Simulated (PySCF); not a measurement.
**Nuclear quadrupole coupling in `C=C[C@@H]1C[P@+]1(P)[BH2-]C#N`**

C5H10BNP2.
SMILES with atom numbers: `[CH2:1]=[CH:2][C@@H:3]1[CH2:4][P@+:5]1([PH2:6])[BH2-:7][C:8]#[N:9]` (hydrogens: H10, H11 on C1; H12 on C2; H13 on C3; H14, H15 on C4; H16, H17 on P6; H18, H19 on B7)

Structure used (PBE0-D3(BJ)/def2-SVP), in Å, numbered top down from 1:
```xyz
19
C5H10BNP2 angstrom
C      2.2974   -1.8338   -0.9934
C      1.1144   -1.5755   -0.4324
C      0.9106   -0.5795    0.6364
C     -0.1545   -0.7855    1.6938
P     -0.5473    0.5564    0.5379
P      0.0791    2.4614    1.4097
B     -1.9469    0.3985   -0.8156
C     -1.5343    1.4728   -1.8785
N     -1.1706    2.3116   -2.5949
H      2.3953   -2.5801   -1.7847
H      3.2058   -1.3071   -0.6854
H      0.2229   -2.1161   -0.7694
H      1.8230   -0.0796    0.9812
H      0.0883   -0.5350    2.7305
H     -0.7918   -1.6697    1.5823
H     -1.2602    2.8614    1.7061
H      0.0822    3.0979    0.1304
H     -2.9772    0.6658   -0.2234
H     -1.8787   -0.7582   -1.1922
```

Field gradients from the PBE0/pcSseg-1 density (PySCF, non-relativistic), principal values in atomic units, ordered |Vxx| ≤ |Vyy| ≤ |Vzz|:

| atom | Vxx | Vyy | Vzz |
| --- | --- | --- | --- |
| B7 | -0.0462 | -0.1506 | 0.1968 |
| N9 | 0.4471 | 0.5590 | -1.0061 |

**Question.** Find the asymmetry η = (Vxx − Vyy)/Vzz and the couplings χ = eQV/h (234.96 MHz × Q in barn × V in au), with Q(11B) = 0.04059 b, Q(14N) = 0.02044 b.

**Answer.** 
```json
{"atom": "B7", "environment": "four-coordinate boron", "nucleus": "11B", "η": "0.53", "χzz (MHz)": "1.877", "χxx (MHz)": "-0.440", "χyy (MHz)": "-1.437"}
{"atom": "N9", "environment": "cyano nitrogen", "nucleus": "14N", "η": "0.11", "χzz (MHz)": "-4.832", "χxx (MHz)": "2.147", "χyy (MHz)": "2.685"}
```

**Question.** What is Vzz at B7 in SI units (1 au = 9.71736 × 10²¹ V/m²)?

**Answer.** 0.1968 au = 1.912 × 10²¹ V/m².

**Question.** And the gradient at the other heavy atoms, for which no coupling is worked out here?

**Answer.** 
```tsv
atom	environment	Vzz (au)	η
C1	terminal =CH2 carbon	0.300	0.35
C2	alkene CH carbon	0.274	0.84
C3	sp3 carbon bound to phosphorus	0.173	0.63
C4	sp3 carbon bound to phosphorus	0.163	0.74
P5	phosphorus bonded to B, 2 C and P	0.729	0.32
P6	three-coordinate phosphorus	-1.192	0.46
C8	cyano carbon	-0.521	0.01
```

**Question.** What couplings would deuterons (Q(2H) = 0.00286 b) have in place of the hydrogens, at this geometry?

**Answer.** 
| atom | bonded to | bond length (Å) | Vzz (au) | η | χzz (kHz) |
| --- | --- | --- | --- | --- | --- |
| H10 | C1 | 1.092 | 0.3066 | 0.05 | 206 |
| H11 | C1 | 1.094 | 0.3035 | 0.06 | 204 |
| H12 | C2 | 1.096 | 0.2943 | 0.09 | 198 |
| H13 | C3 | 1.096 | 0.2945 | 0.08 | 198 |
| H14 | C4 | 1.094 | 0.3033 | 0.05 | 204 |
| H15 | C4 | 1.096 | 0.2983 | 0.07 | 200 |
| H16 | P6 | 1.429 | 0.1647 | 0.09 | 111 |
| H17 | P6 | 1.429 | 0.1589 | 0.10 | 107 |
| H18 | B7 | 1.218 | 0.1981 | 0.06 | 133 |
| H19 | B7 | 1.218 | 0.1987 | 0.07 | 134 |

Isolated species at its PBE0-D3(BJ)/def2-SVP geometry (one conformer only). The small basis limits the accuracy of the gradients.

These values come from a run that also computed NMR shieldings. Time: 44 s of wall time; peak memory 1.1 GiB. Hardware: one thread, Arm Neoverse V2 (aarch64), shared host with 96 logical CPUs at a one-minute load of 59.
